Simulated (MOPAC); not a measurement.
Job for MOPAC: AM1 on AlSi, 2S+1 = 4, a spin state set in the input, which need not be the lowest, a point of a bond scan (R = 2.363 Å).

```
AM1 1SCF PRECISE CHARGE=0 UHF MS=1.5 THREADS=1
AlSi

Al     0.00000000 1     0.00000000 1     0.00000000 1
Si     0.00000000 1     0.00000000 1     2.36299300 1
```

It printed:

```
*******************************************************************************
 **                                                                           **
 **                              MOPAC v23.2.5                                **
 **                                                                           **
 *******************************************************************************
 ** MOPAC's Digital Object Identifier: https://doi.org/10.5281/zenodo.6511958 **
 **                                                                           **
 ** Please cite the open-source release paper for use of this MOPAC version:  **
 ** J. E. Moussa and J. J. P. Stewart (2026)                                  **
 ** MOPAC: An open-source semiempirical molecular orbital program             **
 ** J. Open Source Softw., 11(119), 8025, https://doi.org/10.21105/joss.08025 **
 *******************************************************************************

                              AM1 CALCULATION RESULTS

 *******************************************************************************
 *  AM1        - The AM1 Hamiltonian to be used
 *  UHF        - UNRESTRICTED HARTREE-FOCK CALCULATION
 *
 *
 *
 *                 CHARGE ON SYSTEM = 0
 *
 *
 *
 *  MS=        - IN MECI, MAGNETIC COMPONENT OF SPIN =  1.5
 *  PRECISE    - TIGHTER CRITERIA TO BE USED
 *  1SCF       - DO 1 SCF AND THEN STOP
 *  THREADS=1  - MULTI-THREADING NOT USED
 *  T=         - A TIME OF 172800.0 SECONDS REQUESTED
 *  DUMP=N     - RESTART FILE WRITTEN EVERY 7200.0 SECONDS REQUESTED
 *******************************************************************************
AM1 1SCF PRECISE CHARGE=0 UHF MS=1.5 THREADS=1
 AlSi

   ATOM   CHEMICAL          X               Y               Z
  NUMBER   SYMBOL      (ANGSTROMS)     (ANGSTROMS)     (ANGSTROMS)

     1      Al          0.00000000  *   0.00000000  *   0.00000000  *
     2      Si          0.00000000  *   0.00000000  *   2.36299300  *



          CARTESIAN COORDINATES

    NO.       ATOM           X           Y           Z

     1        Al          0.0000      0.0000      0.0000
     2        Si          0.0000      0.0000      2.3630

 Al: (AM1): M. J. S. Dewar, A. J. Holder, Organometallics, 9, 508-511 (1990).
 Si: (AM1): M.J.S.DEWAR, C. JIE, ORGANOMETALLICS, 6, 1486-1490 (1987).

           Empirical Formula: Al Si  =     2 atoms



      MOLECULAR POINT GROUP   :   C*v


          UHF CALCULATION, NO. OF ALPHA ELECTRONS =    5
                           NO. OF BETA  ELECTRONS =    2

 -------------------------------------------------------------------------------
 AM1 1SCF PRECISE CHARGE=0 UHF MS=1.5 THREADS=1
 AlSi



     1SCF WAS SPECIFIED, SO BFGS WAS NOT USED
     SCF FIELD WAS ACHIEVED


                              AM1 CALCULATION
                                                       MOPAC v23.2.5 Linux




          FINAL HEAT OF FORMATION =        101.62217 KCAL/MOL =     425.18716 KJ/MOL


          COSMO AREA              =        109.87 SQUARE ANGSTROMS
          COSMO VOLUME            =        101.58 CUBIC ANGSTROMS

          IONIZATION POTENTIAL    =          7.517178 EV
          ALPHA SOMO LUMO (EV)    =         -8.052 -0.569
          BETA  SOMO LUMO (EV)    =         -7.517 -1.135
          NO. OF ALPHA ELECTRONS  =          5
          NO. OF BETA  ELECTRONS  =          2
          MOLECULAR WEIGHT        =         55.0670         POINT GROUP:  C*v

          MOLECULAR DIMENSIONS (Angstroms)

            Atom       Atom       Distance
           Si     2   Al     1     2.36299
           Si     2   Al     1     0.00000
           Al     1   Si     2     0.00000


          SCF CALCULATIONS        =          1





   ATOM   CHEMICAL          X               Y               Z
  NUMBER   SYMBOL      (ANGSTROMS)     (ANGSTROMS)     (ANGSTROMS)

     1      Al          0.00000000  *   0.00000000  *   0.00000000  *
     2      Si          0.00000000  *   0.00000000  *   2.36299300  *

                             CARTESIAN COORDINATES

   1   Al        0.000000000     0.000000000     0.000000000
   2   Si        0.000000000     0.000000000     2.362993000


           Empirical Formula: Al Si  =     2 atoms



      MOLECULAR POINT GROUP   :   C*v


          ALPHA EIGENVALUES
 -12.70878 -10.77851  -9.07704  -9.07704  -8.05202  -0.56904  -0.56904   0.33078


           BETA EIGENVALUES
 -11.48937  -7.51718  -1.13547  -1.13547   0.24789   0.24789   0.58328   1.67992


              NET ATOMIC CHARGES AND DIPOLE CONTRIBUTIONS

  ATOM NO.   TYPE          CHARGE      No. of ELECS.   s-Pop       p-Pop
    1         Al           0.279909        2.7201     1.92116     0.79893
    2         Si          -0.279909        4.2799     1.14981     3.13010
 DIPOLE           X         Y         Z       TOTAL
 POINT-CHG.     0.000     0.000    -3.177     3.177
 HYBRID         0.000     0.000     3.051     3.051
 SUM            0.000     0.000    -0.125     0.125


          ATOMIC ORBITAL ELECTRON POPULATIONS

     Atom    s        px        py        pz
    1 Al   1.92116   0.02467   0.02467   0.74958
    2 Si   1.14981   0.97533   0.97533   1.17944


                    (SZ)    =    1.500000
                    (S**2)  =    3.871792


          ATOMIC ORBITAL SPIN POPULATIONS

    Atom   Total    s     px     py     pz
         Atomic
    1 Al -0.2514  0.035  0.025  0.025 -0.335
    2 Si  3.2514  0.718  0.975  0.975  0.583

 **********************
 *                    *
 * JOB ENDED NORMALLY *
 *                    *
 **********************




 == MOPAC DONE ==
```

The run finished. Its determinant has ⟨S²⟩ = 3.87, a mixture of spin states.

Cost: roughly 0.020 core-seconds.
